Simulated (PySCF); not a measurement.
As2.

```xyz
2

As     0.0000     0.0000    -1.0591
As     0.0000     0.0000     1.0591
```
Charge 0, spin multiplicity 1.

Coordinates come from a PBE-D3(BJ)/def2-TZVP optimisation.

Level of theory: PBE/pcSseg-2 (PySCF). Non-relativistic, no solvent.

Question: Give the absolute GIAO shielding of each atom: isotropic value and principal components (ppm). (An estimate is asked for; the answer gives what the named calculation found.)

Answer: 
| atom | σ(iso) | σ11 | σ22 | σ33 | span |
|---|---|---|---|---|---|
| As1 | -496.4 | -2187.7 | -2187.7 | 2886.0 | 5073.7 |
| As2 | -496.4 | -2187.7 | -2187.7 | 2886.0 | 5073.7 |
